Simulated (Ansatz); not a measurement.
Abridged output of a molecular run in Ansatz:

```
Functional definition: HF
1721 factors; integrals over basis functions are off by at most 8.8e-4 eV
mean field evaluation 1: about -17249.6735 eV, gradient 5.3e1 eV
mean field evaluation 2: about -17250.0144 eV, gradient 5.3e1 eV
mean field evaluation 4: about -17255.4892 eV, gradient 4.2e0 eV
mean field evaluation 8: about -17255.5675 eV, gradient 3.3e-1 eV
mean field -17255.56794233 eV, -634.1304256366 hartree, gradient 2.3e-6 eV, S^2 0.000000; 0 other end points of the search recorded, 0 dependent functions left out
10 core orbitals not correlated: weight in the atoms' cores, before any rotation towards them, 1.000 or more for the frozen orbitals, at most 0.000 for the correlated occupied ones
reference -17255.56794233 eV, -634.1304256366 hartree; 19, 19 occupied and 252, 252 virtual orbitals, 1721 factors
second order -33.54575297 eV of doubles, -0.00000000 eV of singles
cycle   1  -33.44274966 eV  change    1.0e-1 eV  update   1.2e-1
cycle   2  -34.18441333 eV  change   -7.4e-1 eV  update   3.3e-2
cycle   3  -34.35357577 eV  change   -1.7e-1 eV  update   1.7e-2
cycle   4  -34.33256079 eV  change    2.1e-2 eV  update   3.9e-3
cycle   5  -34.33129096 eV  change    1.3e-3 eV  update   1.9e-3
cycle   6  -34.33265311 eV  change   -1.4e-3 eV  update   6.1e-4
cycle   7  -34.33222873 eV  change    4.2e-4 eV  update   2.4e-4
cycle   8  -34.33208969 eV  change    1.4e-4 eV  update   6.9e-5
cycle   9  -34.33211818 eV  change   -2.8e-5 eV  update   2.6e-5
perturbative correction -1.23873105 eV, -0.0455225264 hartree
Total energy: -17291.13879156 eV, -635.4376302349 hartree
```

Its atoms:

Cartesian coordinates in Å:
```
N -0.675 1.075 -0.770
C -0.320 -0.161 -0.127
O -0.246 -1.099 -1.173
O -1.221 -0.584 0.860
Si 1.376 0.188 0.669
F 1.910 -1.124 1.424
H -1.196 0.912 -1.623
H -1.188 1.677 -0.142
H 0.036 -1.937 -0.794
H -2.074 -0.737 0.429
H 2.337 0.503 -0.410
H 1.261 1.288 1.656
```

Which basis set was used?
A. def2-TZVPP
B. cc-pV(Q+d)Z
C. def2-SVPD
D. cc-pV(D+d)Z

A. It gives 281 functions.

Write the keys of the input that set method, charge and spin (a neutral closed shell needs none for the last two).


```yaml
correlation: {method: ccsd_t}
```
